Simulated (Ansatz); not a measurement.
Species: sum formula H₃Si₂OCl₂, charge 0, multiplicity 2. It need not be the lowest isomer of its formula. SMILES: [SiH2]O[SiH](Cl)Cl
Geometry from a B3LYP-D3(BJ)/def2-TZVP (Ansatz, a first-principles code) optimisation:
```
O
Si 1 1.6140
Si 1 1.6559 2 146.96
H 2 1.4622 1 109.82 3 -177.97
H 3 1.4852 1 106.75 2 169.22
H 3 1.4875 5 111.07 1 118.86
Cl 2 2.0493 4 109.37 1 -120.62
Cl 2 2.0494 4 109.28 1 120.58
```
Charge 0, spin multiplicity 2.

Quantity: atomisation energy (electronic, to ground-state atoms), in kcal/mol. Correlated levels leave the core frozen unless marked. Open shells are spin-unrestricted. Spin-orbit coupling is left out. Non-relativistic. The coupled-cluster limit lacks core correlation, which all-electron functionals hold. CBS marks a two-point X^-3 extrapolation of the correlation energy; Hartree-Fock from the larger set. The bracket is a focal-point correction in the basis named.

```tsv
level	program	atomisation energy (kcal/mol)	minus last row
PBE/def2-TZVPD	Ansatz	631.3	-10.1
PBE-D3(BJ)/def2-TZVPD	Ansatz + dftd3	637.1	-4.3
BLYP-D3(BJ)/def2-TZVPD	Ansatz + dftd3	626.5	-14.9
B3LYP-D3(BJ)/def2-TZVPD	Ansatz + dftd3	631.2	-10.2
B3LYP/def2-TZVPD	Ansatz	620.1	-21.3
PBE0/def2-TZVP	Ansatz	625.2	-16.2
B2PLYP-D4/def2-TZVPD	Ansatz + dftd4	628.4	-13.0
RPA@PBE/cc-pV(Q+d)Z	Ansatz	592.8	-48.6
MP2/6-31G*	Ansatz	571.6	-69.8
MP2/cc-pV(T+d)Z	Ansatz	633.7	-7.7
CCSD(T)/6-31G	Ansatz	442.0	-199.4
CCSD(T)/cc-pV(D+d)Z	Ansatz	566.9	-74.5
CCSD(T) with core electrons (1s frozen past Ne)/cc-pwCVTZ	Ansatz	617.6	-23.8
RI-MP2/CBS(cc-pV(T+d)Z,cc-pV(Q+d)Z)+[CCSD(T)-MP2]/cc-pV(Q+d)Z	Ansatz	640.4	-1.0
CCSD(T)/CBS(cc-pV(T+d)Z,cc-pV(Q+d)Z)	Ansatz	641.4	0.0
```
